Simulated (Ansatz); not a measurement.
Wavefunction ladder for C3H8GeO (`CC(C)[O][GeH]`)

```csv
atom,x (Å),y (Å),z (Å)
C1,-0.930,0.541,1.041
C2,-0.143,-0.278,0.040
C3,-0.549,0.013,-1.390
O4,1.237,0.023,0.191
Ge5,2.402,-1.250,0.636
H6,-0.624,0.302,2.061
H7,-0.757,1.607,0.873
H8,-2.001,0.343,0.947
H9,-0.311,-1.348,0.246
H10,0.024,-0.602,-2.087
H11,-0.362,1.063,-1.627
H12,-1.612,-0.194,-1.540
H13,3.626,-0.220,0.610
```

Total charge 0; spin multiplicity 1. Correlated methods include outer-core shells of Ge, which these sets cover unevenly. Scalar relativity is left out up to krypton. The structure was optimised at the PBE0-D4/def2-TZVP level. It is one conformer, not always the lowest. Frozen core, restricted reference, the Gaussian-basis code of Ansatz.

```tsv
basis	HF (Eh)	MP2 corr.	CCSD corr.	(T)	CCSD(T) total
def2-SVP	-2268.07455	-0.83267	?	-0.02674	?
def2-TZVPP	-2268.56185	?	-1.03941	?	?
def2-QZVPP	?	-1.31619	–	–	–
```

(1) Fill in the withheld values. (Estimate.)

## Answers

(1) Ansatz gave: def2-SVP CCSD corr.: -0.88129; def2-SVP CCSD(T) total: -2268.98258; def2-TZVPP MP2 corr.: -0.99995; def2-TZVPP (T): -0.04156; def2-TZVPP CCSD(T) total: -2269.64282; def2-QZVPP HF (Eh): -2268.61344.
